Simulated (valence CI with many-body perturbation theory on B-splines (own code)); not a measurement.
# Questions on Au⁷⁴⁺

Level of theory: configuration interaction combined with many-body perturbation theory (CI+MBPT): three valence electrons over a frozen Dirac-Fock core [He], radial functions for each j: 11 s, 11 p, 10 d, 8 f, 5 g, 2 h, with the one-electron correlation potential Σ1, the two-electron term Σ2, the three-electron term Σ3, Breit, model QED; selected CI, second order for the rest, scaled by the run's own slope (own B-spline code, finite nucleus).

No measured spectrum was set against this ion. As an estimate, large intervals hold to a few tenths of a per cent, small ones and those within an open d or f shell to about a per cent.

Levels are named by their leading jj configuration (3d3/2^4 stands for four electrons in 3d with j = 3/2), which in mixed levels can hold well under half, so a name can repeat and another be missing.

Rates and lifetimes use the calculated energies. Strong lines usually hold to 10 to 20 %, long lifetimes can be off by a factor of two.

Task: What is the ground level?

Result: (2s^2 2p1/2) J=1/2, composition 100 % 2s2 2p 2P°, g = 0.607.

Task: Name the longest-lived excited levels whose lifetime is computed, and their main decay.

Result: (2s 2p1/2 2p3/2) J=5/2 at 18026 × 10³ cm⁻¹ lives 94.8 ps, mostly by E1 to (2s^2 2p3/2) J=3/2; (2s 2p1/2^2) J=1/2 at 2458.0 × 10³ cm⁻¹ lives 32.8 ps, mostly by E1 to (2s^2 2p1/2) J=1/2; (2s^2 2p3/2) J=3/2 at 15948 × 10³ cm⁻¹ lives 8.59 ps, mostly by E1 to (2s 2p1/2^2) J=1/2.

Task: Where does the other parity begin?

Result: At (2s 2p1/2^2) J=1/2, 2458.0 × 10³ cm⁻¹.

Task: Among levels below 147820 × 10³ cm⁻¹, which E1 lines absorb most strongly from the ground level?

Result: to (2s^2 3d3/2) J=3/2 at 0.09426 nm, f = 0.543; to (2s 2p1/2 3p1/2) J=3/2 at 0.09743 nm, f = 0.194; to (2s 2p1/2 2p3/2) J=3/2 at 0.5350 nm, f = 0.194.

Task: How well does LS coupling describe the low levels?

Result: Among the lowest 20 levels the leading LS term, summed over configurations, holds 76 % on average. For single configurations the figures are 75 % in LS and 99 % in jj coupling. Terms mix most in the J = 1/2 level at 2458.0 × 10³ cm⁻¹, where the leading one holds 48 %.
